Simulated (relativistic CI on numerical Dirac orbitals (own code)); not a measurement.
Ce²⁺: M4,5 absorption edge

Computed with this model: Dirac-Coulomb-Breit CI, KLI orbitals optimised for each configuration, model QED, valence Slater integrals scaled by 0.7, multiplet model of core-to-valence dipole absorption; configurations [Xe] 4f2 → [Ar] 3d9 4s2 4p6 4d10 4f3 5s2 5p6; 80 K; Lorentzian 0.36 eV and Gaussian 0.4 eV FWHM. Energies are those of the free ion, without screening or charge transfer. The branching ratio is the share of the lower-energy edge in the whole absorption, uncertain by about 0.02 where the edges overlap. S is read from ⟨S²⟩ = S(S + 1).

free ion: ground-state S = 0.98, centroid 888.30 eV, branching ratio 0.572. Peaks (eV, height): 880.8 (100), 896.2 (20), 897.2 (15), 898.1 (51), 899.1 (48).

The statistical ratio of this edge is 3/5 = 0.600. Values above it arise where the holes sit mainly in the j = l + 1/2 valence subshell or the ground state has high spin; values below it where core-valence Coulomb terms move weight to the upper edge, as in nearly empty shells.

Strongest unbroadened transitions for free ion:

```
Energy (eV)  Relative strength
     880.47               17.8
     880.54               75.3
     880.71               32.3
     880.82               85.9
     880.88               19.5
     881.07               29.0
     881.18               26.2
     881.22               25.3
     881.61               29.2
     882.04               30.4
     895.68               18.3
     896.20               29.6
     897.94               24.3
     898.15              100.0
     899.02               30.7
     899.04               36.2
     899.60               21.3
     899.79               25.0
```
